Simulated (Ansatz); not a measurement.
Coupled-cluster diagnostics for In(OCMe2)H3 (C₃H₉InO), Ansatz.

Geometry of the singlet (r2SCAN-D4/def2-SVP):

```csv
atom,x (Å),y (Å),z (Å)
In1,0.4377,-2.2200,1.4005
O2,-0.8310,-0.5113,0.3776
C3,-0.4172,0.4501,-0.2674
C4,-1.3825,1.4529,-0.8197
C5,1.0481,0.6499,-0.5153
H6,-1.1391,2.4537,-0.4245
H7,-1.2648,1.5170,-1.9145
H8,-2.4140,1.1829,-0.5620
H9,1.4544,-0.2551,-0.9977
H10,1.5629,0.7267,0.4578
H11,1.2675,1.5357,-1.1257
H12,1.3312,-1.1290,2.4294
H13,1.2364,-2.7230,-0.0686
H14,-0.8893,-3.1305,2.0301
```

In the def2 sets In takes a core potential; there is no spin–orbit coupling. Correlated methods freeze 8 core orbitals; core or outer-core shells of In are correlated, in sets that lack core-valence functions.

Estimate the CCSD(T) correlation energy, the shares of MP2 and (T), T1 and the reference's ⟨S²⟩ for: charge 0, singlet, own geometry in def2-TZVP; and the rough time on 2 threads of AMD EPYC 7R13 on a shared host and a share (18 GiB) of an NVIDIA H100 80GB HBM3.


| state | basis | correlation (eV) | MP2 share (%) | (T) share (%) | T1 | ⟨S²⟩ (pure) | wall time |
| --- | --- | --- | --- | --- | --- | --- | --- |
| charge 0, singlet, own geometry | def2-TZVP | -30.151 | 92.4 | 3.5 | 0.015 | 0.00 (0.00) | 3.9 s |
Customary marks for T1 are 0.02 (closed shells), 0.045 (open shells) and about 0.05 (3d metals). T1 stays under 0.02 throughout.
